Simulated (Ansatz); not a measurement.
Caution, from a PySCF single point (PBE0-D3(BJ)/def2-TZVP) at this geometry: the restricted solution is unstable towards spin-unrestricted or complex orbitals, so a lower solution exists and this singlet may not be the ground state. This singlet is an excited state, 0.57 eV above the relaxed triplet at the level B3LYP/cc-pVTZ // PBE0-D3(BJ)/def2-TZVP (Ansatz, an electronic-structure program).

A geometry relaxed with PBE0-D3(BJ)/def2-TZVP run with Ansatz, charge 0, multiplicity 1:

```xyz
5

C     -0.0028    -0.1291     0.5626
C      1.2594    -0.3741     0.5533
H     -2.0339     0.5040     0.4051
H      2.0481     0.1673     0.0467
C     -1.2707    -0.1681     0.7770
```

Task: Write the SMILES of this molecule.

Result: `[CH]C#C`
